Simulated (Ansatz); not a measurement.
```yaml
crystal:
  periodic: [false, false, false]
  atoms:
    - {symbol: C, position_ang: [-1.140348, -0.542278, 0.450319]}
    - {symbol: N, position_ang: [-0.066933, -0.022084, -0.362199]}
    - {symbol: C, position_ang: [1.198235, -0.623074, -0.014114]}
    - {symbol: Cd, position_ang: [-0.091286, 1.921837, -0.823020]}
    - {symbol: F, position_ang: [-0.150962, 3.755403, -1.442525]}
    - {symbol: H, position_ang: [-1.015286, -0.365918, 1.532163]}
    - {symbol: H, position_ang: [-1.209040, -1.631949, 0.313700]}
    - {symbol: H, position_ang: [-2.103349, -0.120492, 0.151117]}
    - {symbol: H, position_ang: [1.507574, -0.453066, 1.031131]}
    - {symbol: H, position_ang: [1.999837, -0.262271, -0.663766]}
    - {symbol: H, position_ang: [1.137057, -1.713008, -0.152207]}
basis:
  gaussian: {orbitals: def2-TZVP, fitting: {mean_field: cc-pVTZ-jkfit}}
hamiltonian: {xc: {name: BHLYP}, dispersion: d4}
accuracy: high
scf: {lower_state_search: light}
output: {forces: true}
```

```sh
$ ansatz run in.yaml --threads 4 --pin off --events-out ev --progress --plain --max-ram 11315MiB
```

How does Ansatz answer? (An estimate is asked.)

The calculation gave: The program refused the input.
```
Functional definition: BHLYP
Error: <dir> the basis set cc-pVTZ-JKFIT has no functions for Cd
```
